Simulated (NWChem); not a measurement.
System: SiF2, singlet; SMILES [Si](F)F

The following NWChem deck was run.

```
start job
memory heap 200 mb stack 900 mb global 1100 mb
geometry units angstroms noautoz
  Si     0.000000     0.000000     0.583705
  F      1.265861     0.000000    -0.466400
  F     -1.265861     0.000000    -0.466400
end
basis spherical
  Si library aug-cc-pvdz
  F library aug-cc-pvdz
end
dft
  xc xpbe96 cpbe96
  iterations 150
end
tddft
  cis
  nroots 6
  notriplet
end
task tddft energy
```

Output (shortened):

```
             Northwest Computational Chemistry Package (NWChem) 7.3.0
             --------------------------------------------------------

 C2V symmetry detected

                             Geometry "geometry" -> ""
                             -------------------------

 Output coordinates in angstroms (scale by  1.889725989 to convert to a.u.)

  No.       Tag          Charge          X              Y              Z
 ---- ---------------- ---------- -------------- -------------- --------------
    1 Si                  14.0000     0.00000000     0.00000000     0.59068406
    2 F                    9.0000     1.26586100     0.00000000    -0.45942094
    3 F                    9.0000    -1.26586100     0.00000000    -0.45942094

 Effective nuclear repulsion energy (a.u.)      98.0094563090

      Symmetry information
      --------------------

 Group name             C2v
 Group number             16
 Group order               4
 No. of unique centers     2

  pbe96 is a nonlocal functional; adding pw91lda local functional.

                                 NWChem DFT Module
                                 -----------------

 Summary of "ao basis" -> "ao basis" (spherical)
 ------------------------------------------------------------------------------
       Tag                 Description            Shells   Functions and Types
 ---------------- ------------------------------  ------  ---------------------
 Si                       aug-cc-pvdz               11       27   5s4p2d
 F                        aug-cc-pvdz                9       23   4s3p2d

      Symmetry analysis of basis
      --------------------------

        a1         29
        a2          9
        b1         22
        b2         13

            General Information
            -------------------
          SCF calculation type: DFT
          Wavefunction type:  closed shell.
          No. of atoms     :     3
          No. of electrons :    32
           Alpha electrons :    16
            Beta electrons :    16
          Charge           :     0
          Spin multiplicity:     1
          Use of symmetry is: off; symmetry adaption is: on
          Maximum number of iterations: 150
          AO basis - number of functions:    73
                     number of shells:    29
          Convergence on energy requested:  1.00D-06
          Convergence on density requested:  1.00D-05
          Convergence on gradient requested:  5.00D-04

              XC Information
              --------------
          PerdewBurkeErnzerhof Exchange Functional  1.000
            Perdew 1991 LDA Correlation Functional  1.000 local
           PerdewBurkeErnz. Correlation Functional  1.000 non-local

             Grid Information
             ----------------
          Grid used for XC integration:  medium
          Radial quadrature: Mura-Knowles
          Angular quadrature: Lebedev.
          Tag              B.-S. Rad. Rad. Pts. Rad. Cut. Ang. Pts.
          ---              ---------- --------- --------- ---------
          Si                  1.10       88          11.0       590
          F                   0.50       49          10.0       434
          Grid pruning is: on
          Number of quadrature shells:   186
          Spatial weights used:  Erf1

      Superposition of Atomic Density Guess
      -------------------------------------

 Sum of atomic energies:        -487.61317091

      Non-variational initial energy
      ------------------------------

 Total energy =    -487.746950
 1-e energy   =    -873.645629
 2-e energy   =     287.889223
 HOMO         =      -0.323105
 LUMO         =      -0.036999

      Symmetry analysis of molecular orbitals - initial
      -------------------------------------------------

  Numbering of irreducible representations:

     1 a1          2 a2          3 b1          4 b2

  Orbital symmetries:

     1 a1          2 a1          3 b1          4 a1          5 b1
     6 a1          7 b2          8 a1          9 b1         10 a1
    11 b1         12 a1         13 b2         14 a2         15 b1
    16 a1         17 b2         18 b1         19 a1         20 a1
    21 b2         22 b1         23 a1         24 b1         25 a1
    26 b2

 !! scf_movecs_sym_adapt:    4 vectors were symmetry contaminated

  Symmetry fudging

   convergence    iter        energy       DeltaE   RMS-Dens  Diis-err
 ---------------- ----- ----------------- --------- --------- ---------
 d= 0,ls=0.0,diis     1   -488.8503695910 -5.87D+02  2.82D-02  9.00D-01

[...]

                                NWChem TDDFT Module
                                -------------------

            General Information
            -------------------
           No. of orbitals :     146
            Alpha orbitals :      73
             Beta orbitals :      73
        Alpha frozen cores :       0
         Beta frozen cores :       0
     Alpha frozen virtuals :       0
      Beta frozen virtuals :       0
         Spin multiplicity :       1
    Number of AO functions :      73
        Use of symmetry is : off
      Symmetry adaption is : on
         Schwarz screening :  0.10D-07

              XC Information
              --------------
   PerdewBurkeErnzerhof Exchange Functional   1.00
     Perdew 1991 LDA Correlation Functional   1.00 local
    PerdewBurkeErnz. Correlation Functional   1.00 non-local

             TDDFT Information
             -----------------
          Calculation type : Tamm-Dancoff TDDFT
         Wavefunction type : Restricted singlets
          No. of electrons :      32
           Alpha electrons :      16
            Beta electrons :      16
              No. of roots :       6
          Max subspacesize :    5200
            Max iterations :     100
               Target root :       1
           Target symmetry : none
      Symmetry restriction : off
                 Algorithm : Optimal
        Davidson threshold :  0.10D-03

    6 smallest eigenvalue differences (eV)
--------------------------------------------------------
  No. Spin  Occ  Vir  Irrep   E(Occ)    E(Vir)   E(Diff)
--------------------------------------------------------
    1    1   16   17 b2       -0.271    -0.122     4.064
    2    1   16   18 b1       -0.271    -0.033     6.483
    3    1   15   17 a2       -0.364    -0.122     6.580
    4    1   16   19 a1       -0.271    -0.018     6.898
    5    1   14   17 b1       -0.381    -0.122     7.041
    6    1   13   17 b2       -0.406    -0.122     7.730
--------------------------------------------------------

  Entering Davidson iterations
  Restricted singlet excited states

  Iter   NTrls   NConv    DeltaV     DeltaE      Time
  ----  ------  ------  ---------  ---------  ---------
    1      6       0     0.25E+00   0.10+100        2.1
    2     12       0     0.54E-01   0.45E-01        2.1
    3     18       1     0.71E-01   0.14E-01        2.1
    4     23       3     0.64E-02   0.37E-02        2.1
    5     26       4     0.79E-03   0.56E-04        1.9
    6     28       6     0.86E-04   0.50E-06        1.8
  ----  ------  ------  ---------  ---------  ---------
  Convergence criterion met

  Ground state a1       -488.956044386537 a.u.

  ----------------------------------------------------------------------------
  Root   1 singlet b2             0.201152379 a.u.                5.4736 eV
  ----------------------------------------------------------------------------
     Transition Moments    X -0.00000   Y -1.20449   Z -0.00000
     Dipole Oscillator Strength                    0.1945550478
     Electric Quadrupole                           0.0000003323
     Magnetic Dipole                               0.0000023570
     Total Oscillator Strength                     0.1945577371

     Occ.   10  a1  ---  Virt.   17  b2      -0.14756
     Occ.   12  b2  ---  Virt.   19  a1      -0.05840
     Occ.   13  a1  ---  Virt.   17  b2      -0.14058
     Occ.   16  a1  ---  Virt.   17  b2       0.96376
     Occ.   16  a1  ---  Virt.   21  b2       0.11708
  ----------------------------------------------------------------------------
  Root   2 singlet a2             0.244212381 a.u.                6.6454 eV
  ----------------------------------------------------------------------------
     Transition Moments    X  0.00000   Y -0.00000   Z -0.00000
     Dipole Oscillator Strength                    0.0000000000
     Electric Quadrupole                           0.0000000017
     Magnetic Dipole                               0.0000001312
     Total Oscillator Strength                     0.0000001329

     Occ.   15  b1  ---  Virt.   17  b2       0.99986
  ----------------------------------------------------------------------------
  Root   3 singlet b1             0.262760677 a.u.                7.1501 eV
  ----------------------------------------------------------------------------
     Transition Moments    X -0.94763   Y -0.00000   Z  0.00000
     Dipole Oscillator Strength                    0.1573052088
     Electric Quadrupole                           0.0000004589
     Magnetic Dipole                               0.0000021891
     Total Oscillator Strength                     0.1573078569

     Occ.   13  a1  ---  Virt.   18  b1      -0.06859
     Occ.   14  a2  ---  Virt.   17  b2       0.44934
     Occ.   16  a1  ---  Virt.   18  b1       0.85133
     Occ.   16  a1  ---  Virt.   22  b1       0.24650
  ----------------------------------------------------------------------------
  Root   4 singlet a1             0.269888380 a.u.                7.3440 eV
  ----------------------------------------------------------------------------
     Transition Moments    X -0.00000   Y -0.00000   Z -1.13735
     Dipole Oscillator Strength                    0.2327453908
     Electric Quadrupole                           0.0000007140
     Magnetic Dipole                               0.0000000000
     Total Oscillator Strength                     0.2327461048

[...]
```

Level: PBE/aug-cc-pVDZ, TDA. Low-valent species are run as closed-shell singlets; no triplet was tried in these runs. Structure relaxed at the PBE-D3(BJ)/def2-SVP level.
